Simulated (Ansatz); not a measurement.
Mulliken charges of FH5OSSi2 (`O[SiH2]S[SiH2]F`) from ωB97M-V/def2-TZVPP in Ansatz (PBE0-D4/def2-TZVP geometry).

```json
{"atom": "O1", "x (Å)": "-2.062", "y (Å)": "0.680", "z (Å)": "-0.161", "charge (e)": "-0.363"}
{"atom": "Si2", "x (Å)": "-0.897", "y (Å)": "0.017", "z (Å)": "-1.104", "charge (e)": "0.389"}
{"atom": "S3", "x (Å)": "1.055", "y (Å)": "0.805", "z (Å)": "-0.697", "charge (e)": "-0.290"}
{"atom": "Si4", "x (Å)": "1.452", "y (Å)": "-0.289", "z (Å)": "1.074", "charge (e)": "0.475"}
{"atom": "F5", "x (Å)": "2.104", "y (Å)": "-1.705", "z (Å)": "0.729", "charge (e)": "-0.304"}
{"atom": "H6", "x (Å)": "-2.156", "y (Å)": "1.634", "z (Å)": "-0.165", "charge (e)": "0.179"}
{"atom": "H7", "x (Å)": "-0.943", "y (Å)": "-1.431", "z (Å)": "-0.815", "charge (e)": "-0.006"}
{"atom": "H8", "x (Å)": "-1.111", "y (Å)": "0.312", "z (Å)": "-2.542", "charge (e)": "-0.033"}
{"atom": "H9", "x (Å)": "2.439", "y (Å)": "0.478", "z (Å)": "1.863", "charge (e)": "-0.029"}
{"atom": "H10", "x (Å)": "0.202", "y (Å)": "-0.553", "z (Å)": "1.821", "charge (e)": "-0.018"}
```

Problem. By hand: the dipole of these point charges (1 e Å = 4.8032 D).

Solution. Σ q r = (-0.274, 0.194, 0.092) e Å, of length 0.348 e Å = 1.67 D.

Problem. How does the dipole of the full density compare? (Best estimate.)

Solution. Ansatz gave: (-0.217, 0.359, 0.027) e Å, 2.02 D; the point charges give 0.83 times that, at 26° from its direction.

Point charges leave out the atoms' own dipoles, such as those of lone pairs, and Mulliken's split depends on the basis, so the two needn't agree.
